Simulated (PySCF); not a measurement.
C3H11NSi2.
Structure used (PBE0-D3(BJ)/def2-SVP), in Å, numbered top down from 1:
```xyz
17
C3H11NSi2 angstrom
C     -3.078    0.821   -0.083
N     -1.833    0.092   -0.056
Si    -1.052   -0.605   -1.435
C      0.780   -0.728   -1.053
C      1.366   -0.016   -0.072
Si     3.185   -0.111    0.358
H     -3.125    1.561    0.734
H     -3.981    0.184   -0.005
H     -3.161    1.383   -1.026
H     -1.635   -0.338    0.842
H     -1.523   -1.974   -1.839
H     -1.335    0.305   -2.590
H      1.398   -1.416   -1.649
H      0.726    0.665    0.509
H      3.839    1.226    0.201
H      3.373   -0.536    1.780
H      3.855   -1.097   -0.543
```

Computed with TDDFT CAM-B3LYP/def2-SVPD, vertical, gas phase, core orbitals frozen in the response in PySCF 2.14.0, density-fitted response routines.

Ground-to-excited transition dipoles (e·a0, same axes as the geometry; the sign carries no meaning), for the states with f of 0.002 or more among the lowest 6:

```tsv
state	E (eV)	μx	μy	μz
S1	5.501	-0.086	-0.126	-0.201
S3	6.088	0.183	0.009	0.131
S4	6.601	-1.492	-0.378	-0.914
S5	6.898	-0.193	0.051	0.110
S6	7.254	-0.213	-0.491	-0.208
```

Task: What oscillator strength does each state have?

Result: f = (2/3) ΔE |μ|² with ΔE in hartree (27.2114 eV).

```json
{"state": "S1", "|μ|² (au)": "0.063", "|μ| (D)": "0.64", "f": "0.009"}
{"state": "S3", "|μ|² (au)": "0.051", "|μ| (D)": "0.57", "f": "0.008"}
{"state": "S4", "|μ|² (au)": "3.205", "|μ| (D)": "4.55", "f": "0.518"}
{"state": "S5", "|μ|² (au)": "0.052", "|μ| (D)": "0.58", "f": "0.009"}
{"state": "S6", "|μ|² (au)": "0.330", "|μ| (D)": "1.46", "f": "0.059"}
```

Task: What angle do the transition dipoles of S4 and S6 make?

Result: |cos θ| = |μa·μb| / (|μa| |μb|) = 0.68, so θ ≈ 48° (taken between 0 and 90°, since the signs are arbitrary).

Task: How is the summed strength of these states shared among x, y and z?

Result: (2/3) Σ ΔE μα² gives 0.380 for x, 0.068 for y and 0.153 for z, 0.602 in all.

Task: What peak molar absorption coefficient would the strongest computed level give as a lone Gaussian band 0.4 eV wide at half height?

Result: ε(max) = 2.175×10⁸ f / FWHM, with the width in cm⁻¹. S4: 2.175×10⁸ × 0.5184 / 3226 ≈ 35000 L mol⁻¹ cm⁻¹.

Rough CPU time on one thread of a shared machine: about 70 s.

One conformer stands for the species.
